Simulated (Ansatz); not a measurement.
Ge₁₉AsH₃₀⁻. Total charge -1; triplet. Geometry PBE-D4/def2-SVP.

```xyz
50

Ge    0.408   -1.659    3.926
Ge   -4.366    1.089   -0.072
Ge   -3.227   -1.894    2.219
As   -0.713    1.308    1.691
Ge    0.273    1.484   -1.703
Ge    1.579   -0.945    0.122
Ge   -1.222   -1.175   -1.139
Ge    3.889    2.320   -0.366
Ge    3.330   -0.318   -3.374
Ge   -2.815    2.491    1.203
Ge    1.739    3.328   -0.941
Ge   -1.584   -0.396    3.254
Ge    3.304    0.517    1.179
Ge    1.511   -2.633    1.961
Ge   -5.162   -0.540    1.574
Ge   -3.328   -0.094   -1.956
Ge   -2.342   -2.964    0.199
Ge    1.217    0.818   -3.887
Ge    2.896   -2.036   -1.676
Ge    4.857    1.331   -2.389
H     0.002   -2.737    4.984
H     1.386   -0.682    4.654
H    -5.565    1.999   -0.508
H    -3.654   -2.921    3.323
H    -0.388    2.268    2.864
H    -1.102    2.217   -1.994
H    -0.740   -1.963   -2.431
H     4.902    3.350    0.240
H     4.012   -0.899   -4.661
H    -3.519    2.972    2.515
H    -2.416    3.774    0.407
H     1.150    4.013    0.335
H     1.928    4.468   -2.002
H    -2.251    0.290    4.497
H     2.737    1.164    2.486
H     4.595   -0.262    1.612
H     2.942   -3.078    2.427
H     0.746   -3.946    1.604
H    -5.771    0.191    2.814
H    -6.296   -1.440    0.986
H    -4.437   -1.079   -2.474
H    -3.109    0.947   -3.099
H    -3.576   -3.640   -0.498
H    -1.403   -4.129    0.639
H     0.284   -0.174   -4.652
H     1.504    2.004   -4.872
H     2.110   -3.208   -2.345
H     4.268   -2.637   -1.211
H     5.189    2.455   -3.425
H     6.223    0.653   -2.041
```

Single mean-field runs in def2-TZVP are fitted with def2-universal-jkfit. At PBE0-D4/def2-TZVP a singlet of charge -1 lies 1.82 eV below the triplet, each at its own geometry.

(1) Estimate the α-spin orbital energies around the gap (eV) in Ansatz with PBE-D4/def2-TZVP, r2SCAN-D4/def2-TZVP, PBE0-D4/def2-TZVP, r2SCAN0-D4/def2-TZVP.

Answers

(1) 
```json
{"orbital": "HOMO−5", "PBE-D4/def2-TZVP": "-3.75", "r2SCAN-D4/def2-TZVP": "-4.00", "PBE0-D4/def2-TZVP": "-4.69", "r2SCAN0-D4/def2-TZVP": "-4.86"}
{"orbital": "HOMO−4", "PBE-D4/def2-TZVP": "-3.54", "r2SCAN-D4/def2-TZVP": "-3.78", "PBE0-D4/def2-TZVP": "-4.44", "r2SCAN0-D4/def2-TZVP": "-4.60"}
{"orbital": "HOMO−3", "PBE-D4/def2-TZVP": "-3.34", "r2SCAN-D4/def2-TZVP": "-3.58", "PBE0-D4/def2-TZVP": "-4.23", "r2SCAN0-D4/def2-TZVP": "-4.39"}
{"orbital": "HOMO−2", "PBE-D4/def2-TZVP": "-3.19", "r2SCAN-D4/def2-TZVP": "-3.42", "PBE0-D4/def2-TZVP": "-4.08", "r2SCAN0-D4/def2-TZVP": "-4.24"}
{"orbital": "HOMO−1", "PBE-D4/def2-TZVP": "-1.70", "r2SCAN-D4/def2-TZVP": "-1.93", "PBE0-D4/def2-TZVP": "-2.46", "r2SCAN0-D4/def2-TZVP": "-2.67"}
{"orbital": "HOMO", "PBE-D4/def2-TZVP": "-1.41", "r2SCAN-D4/def2-TZVP": "-1.60", "PBE0-D4/def2-TZVP": "-2.11", "r2SCAN0-D4/def2-TZVP": "-2.29"}
{"orbital": "LUMO", "PBE-D4/def2-TZVP": "0.72", "r2SCAN-D4/def2-TZVP": "0.87", "PBE0-D4/def2-TZVP": "1.43", "r2SCAN0-D4/def2-TZVP": "1.48"}
{"orbital": "LUMO+1", "PBE-D4/def2-TZVP": "0.82", "r2SCAN-D4/def2-TZVP": "0.97", "PBE0-D4/def2-TZVP": "1.52", "r2SCAN0-D4/def2-TZVP": "1.59"}
{"orbital": "LUMO+2", "PBE-D4/def2-TZVP": "0.87", "r2SCAN-D4/def2-TZVP": "1.04", "PBE0-D4/def2-TZVP": "1.60", "r2SCAN0-D4/def2-TZVP": "1.67"}
{"orbital": "LUMO+3", "PBE-D4/def2-TZVP": "0.96", "r2SCAN-D4/def2-TZVP": "1.16", "PBE0-D4/def2-TZVP": "1.73", "r2SCAN0-D4/def2-TZVP": "1.81"}
{"orbital": "LUMO+4", "PBE-D4/def2-TZVP": "1.05", "r2SCAN-D4/def2-TZVP": "1.23", "PBE0-D4/def2-TZVP": "1.79", "r2SCAN0-D4/def2-TZVP": "1.86"}
{"orbital": "LUMO+5", "PBE-D4/def2-TZVP": "1.13", "r2SCAN-D4/def2-TZVP": "1.28", "PBE0-D4/def2-TZVP": "1.83", "r2SCAN0-D4/def2-TZVP": "1.89"}
{"orbital": "β HOMO", "PBE-D4/def2-TZVP": "-3.02", "r2SCAN-D4/def2-TZVP": "-3.19", "PBE0-D4/def2-TZVP": "-3.75", "r2SCAN0-D4/def2-TZVP": "-3.88"}
{"orbital": "β LUMO", "PBE-D4/def2-TZVP": "-1.16", "r2SCAN-D4/def2-TZVP": "-0.96", "PBE0-D4/def2-TZVP": "-0.45", "r2SCAN0-D4/def2-TZVP": "-0.32"}
```
